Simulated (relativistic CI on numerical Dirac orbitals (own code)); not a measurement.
# Si5+: calculation against measurement

Computed by Dirac-Coulomb-Breit CI, separate exchange-only KLI orbitals for each configuration, model QED, valence Slater integrals scaled by 0.9, configuration energies shifted to the measured levels that pair with them (semi-empirical) (own radial code, finite nucleus).

Configurations in the expansion (outside the closed core 1s2): 2s²2p⁵, 2s2p⁶, 2s²2p⁴3s, 2s²2p⁴3d, 2s²2p⁴4s, 2s²2p⁴4d, 2s²2p⁴3p, 2p⁶3s, 2p⁶3p, 2s2p⁵3s, 2s²2p⁴4p, 2p⁶3d, 2s²2p⁴4f, 2s2p⁵3p, 2s²2p³3s², 2s2p⁵3d, 2s²2p³3s3p, 2s²2p³3p², 2s²2p³3s3d, 2s2p⁵4s, 2s2p⁵4p, 2s²2p³3p3d, 2s2p⁵4d, 2s2p⁵4f, 2s2p⁴3s², 2s²2p³3d², 2s2p⁴3s3p. Levels of other configurations are missing.

| Configuration | Term (tabulated) | J | Measured (cm⁻¹) | Computed | Error | Purity (%) |
| --- | --- | --- | --- | --- | --- | --- |
| 2s²2p⁵ | 2P° | 3/2 | 0.0 | 0 | 0 | 100 |
| 2s²2p⁵ | 2P° | 1/2 | 5090.0 | 5057 | -33 | 100 |
| 2s2p⁶ | 2S | 1/2 | 406497.0 | 406497 | 0 | 99 |
| 2s²2p⁴3s | 4P | 5/2 | 990516.0 | 991380 | 864 | 99 |
| 2s²2p⁴3s | 4P | 3/2 | 993640.0 | 994478 | 838 | 98 |
| 2s²2p⁴3s | 4P | 1/2 | 995470.0 | 996298 | 828 | 99 |
| 2s²2p⁴3s | 2P | 3/2 | 1005430.0 | 1005451 | 21 | 97 |
| 2s²2p⁴3s | 2P | 1/2 | 1009118.0 | 1009097 | -21 | 99 |
| 2s²2p⁴3s | 2D | 5/2 | 1041416.0 | 1039976 | -1440 | 99 |
| 2s²2p⁴3s | 2D | 3/2 | 1041472.0 | 1040031 | -1441 | 99 |
| 2s²2p⁴3s | 2S | 1/2 | 1094449.0 | 1084899 | -9550 | 97 |
| 2s²2p⁴3d | 4D | 5/2 | 1181649.0 | 1182200 | 551 | 96 |
| 2s²2p⁴3d | 4D | 3/2 | 1182311.0 | 1182864 | 553 | 96 |
| 2s²2p⁴3d | 4D | 1/2 | 1182894.0 | 1183462 | 568 | 98 |
| 2s²2p⁴3d | 4F | 3/2 | 1194327.0 | 1194327 | 0 | 97 |
| 2s²2p⁴3d | 2P | 1/2 | 1200710.0 | 1201040 | 330 | 98 |
| 2s²2p⁴3d | 2D | 3/2 | 1201100.0 | 1201849 | 749 | 70 |
| 2s²2p⁴3d | 2D | 5/2 | 1202960.0 | 1203992 | 1032 | 91 |
| 2s²2p⁴3d | 2P | 3/2 | 1204740.0 | 1205200 | 460 | 72 |
| 2s²2p⁴3d | 2S | 1/2 | 1239190.0 | 1237630 | -1560 | 95 |
| 2s²2p⁴3d | 2P | 3/2 | 1241050.0 | 1239374 | -1676 | 99 |
| 2s²2p⁴3d | 2P | 1/2 | 1242390.0 | 1240824 | -1566 | 96 |
| 2s²2p⁴3d | 2D | 5/2 | 1243020.0 | 1241451 | -1569 | 89 |
| 2s²2p⁴3d | 2D | 3/2 | 1243860.0 | 1242681 | -1179 | 99 |
| 2s²2p⁴3d | 2D | 5/2 | 1291510.0 | 1281512 | -9998 | 97 |
| 2s²2p⁴3d | 2D | 3/2 | 1291790.0 | 1281911 | -9879 | 97 |
| 2s²2p⁴4s | 2P | 3/2 | 1329900.0 | 1331224 | 1324 | 80 |
| 2s²2p⁴4s | 2D | 5/2 | 1371820.0 | 1370496 | -1324 | 99 |
| 2s²2p⁴4d | 2P | 1/2 | 1402490.0 | 1403547 | 1057 | 95 |
| 2s²2p⁴4d | 2D | 5/2 | 1404870.0 | 1406565 | 1695 | 86 |
| 2s²2p⁴4d | 2D | 5/2 | 1444340.0 | 1443283 | -1057 | 94 |
| 2s²2p⁴4d | 2D | 3/2 | 1445010.0 | 1443883 | -1127 | 99 |

Measured levels from NIST levels in Kelleher and Podobedova, J. Phys. Chem. Ref. Data 37, 1285 (2008); pairs were made by configuration, J and term (by order where the table uses no LS term), so strongly mixed levels may be paired wrongly.

Mean error by configuration (cm⁻¹): 2s²2p⁵ -33; 2s2p⁶ 0; 2s²2p⁴3s -1238; 2s²2p⁴3d -1546; 2s²2p⁴4s 0; 2s²2p⁴4d 142. Over the excited levels the mean absolute error is 1751 cm⁻¹ (31 of the 32 excited levels that our extract of the source holds in range could be paired, and the others can miss by more), and the median relative error of those above 1,000 cm⁻¹ is 0.086 %, both after the shifts were fitted to these levels, so that a configuration with one level shows no error.

Configurations whose levels could be paired with our table of measured levels were shifted onto them, all but the ground configuration, by the median error of their levels; single terms can still be off by 1,000 to 2,000 cm⁻¹ or more, and rates follow the energies as ν³ (E1, M1) or ν⁵ (E2). The others borrow a shift and can be off by several thousand cm⁻¹ or more. 31 of the 32 excited levels that our extract of the measured tables holds in this range could be paired (the sources list more); they are missed by 1751 cm⁻¹ on average and 9998 at most, after the shifts were fitted to these levels, and levels without a partner can miss by more.

Shifts applied (cm⁻¹): 2s²2p⁵ 0; 2s2p⁶ -18395; 2s²2p⁴3s -2080; 2s²2p⁴3d -3752; 2s²2p⁴4s -1029; 2s²2p⁴4d -2407.
